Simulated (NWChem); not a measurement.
System: C2H3F3Si; SMILES F[Si](C=C)(F)F

```xyz
9

C      0.0003     2.4059    -0.0015
C      0.7686     1.3084    -0.0091
Si     0.0218    -0.3681    -0.0001
F      0.4105    -1.2165    -1.2961
F      0.4814    -1.2319     1.2619
F     -1.5706    -0.2523     0.0433
H     -1.0855     2.3460     0.0114
H      0.4228     3.4089    -0.0073
H      1.8528     1.4180    -0.0211
```
Atoms are numbered in this order, from 1.

Computed with NWChem. All runs use the structure optimised with B3LYP/6-31G* (spherical d). Hybrids' shares of exact exchange are those that their runs print; pure functionals count as 0. The functionals differ in more than this share.

| row | share of exact exchange | highest occupied level (eV) |
|---|---|---|
| PBE/def2-TZVP | 0.00 | -7.71 |
| BLYP/def2-TZVP | 0.00 | -7.52 |
| B3LYP/def2-TZVP | 0.20 | -8.63 |
| PW6B95/def2-TZVP | 0.28 | -8.98 |
| Hartree-Fock/def2-TZVP | 1.00 | withheld |

Problem. Fit a straight line of the last column on the one before it, predict the withheld value, and compare with the run.

Solution. 
1. Means of the 4 shown rows: x = 0.120, y = -8.210. Slope Σ(x − x̄)(y − ȳ)/Σ(x − x̄)² = -0.2996/0.06080 = -4.928; intercept -7.619.
2. The shown rows scatter about the line by 0.069 (root mean square); the largest residual is +0.10, at BLYP/def2-TZVP.
3. At x = 1.00 (Hartree-Fock/def2-TZVP; beyond the shown range) the line gives -12.55.
4. The run gives -11.32, +1.23 from the line, 17.8 times the scatter.
